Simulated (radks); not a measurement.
Results of a calculation; reference values are marked as such.
Species: Eu4+. Configuration: [Xe] 4f5. Code: a radial shooting solver on a logarithmic mesh with Libxc functionals. Model: scalar-relativistic Kohn-Sham, PBE, spin-polarised, spherical densities, finite nucleus; open shells are filled with parallel spins first (spin-orbit coupling, left out, can overturn this in heavy ions); Fermi nuclear charge, rms radius 5.1115 fm.

Normalised radial functions P(r) = r R(r), r in bohr:

| r | 4d up | 5p down | 4f down |
|---|---|---|---|
| 0.001208 | 0.0000 | 0.0013 | 0.0000 |
| 0.001585 | 0.0000 | 0.0021 | 0.0000 |
| 0.002097 | 0.0001 | 0.0034 | 0.0000 |
| 0.002753 | 0.0001 | 0.0055 | 0.0000 |
| 0.003642 | 0.0003 | 0.0088 | 0.0000 |
| 0.004819 | 0.0006 | 0.0142 | 0.0000 |
| 0.006326 | 0.0013 | 0.0222 | 0.0000 |
| 0.00837 | 0.0028 | 0.0349 | 0.0000 |
| 0.01099 | 0.0058 | 0.0533 | 0.0000 |
| 0.01454 | 0.0121 | 0.0802 | 0.0001 |
| 0.01908 | 0.0243 | 0.1152 | 0.0003 |
| 0.02525 | 0.0487 | 0.1586 | 0.0008 |
| 0.03314 | 0.0925 | 0.2012 | 0.0022 |
| 0.04384 | 0.1704 | 0.2294 | 0.0058 |
| 0.05755 | 0.2901 | 0.2165 | 0.0141 |
| 0.07614 | 0.4613 | 0.1331 | 0.0335 |
| 0.09995 | 0.6481 | -0.0242 | 0.0731 |
| 0.1322 | 0.7833 | -0.2196 | 0.1516 |
| 0.175 | 0.7288 | -0.3320 | 0.2873 |
| 0.2297 | 0.3776 | -0.2333 | 0.4828 |
| 0.3039 | -0.2758 | 0.0942 | 0.7300 |
| 0.3989 | -0.9639 | 0.4269 | 0.9570 |
| 0.5278 | -1.3654 | 0.4566 | 1.0912 |
| 0.6927 | -1.2711 | 0.0586 | 1.0643 |
| 0.9166 | -0.8350 | -0.5400 | 0.8913 |
| 1.203 | -0.3961 | -0.9180 | 0.6528 |
| 1.592 | -0.1240 | -0.8889 | 0.4043 |
| 2.089 | -0.0251 | -0.5707 | 0.2079 |
| 2.765 | -0.0026 | -0.2367 | 0.0805 |
| 3.629 | -0.0001 | -0.0617 | 0.0224 |
| 4.801 | 0.0000 | -0.0080 | 0.0036 |

4d up: eigenvalue -189.14 eV, 1 radial node at r = 0.273 bohr, <r> = 0.647 bohr, 90 % of the charge inside 0.970 bohr. 5p down: eigenvalue -65.089 eV, 3 radial nodes at r = 0.0964, 0.284, 0.713 bohr, <r> = 1.51 bohr, 90 % of the charge inside 2.18 bohr. 4f down (empty): eigenvalue -50.276 eV, 0 radial nodes, <r> = 0.836 bohr, 90 % of the charge inside 1.40 bohr.
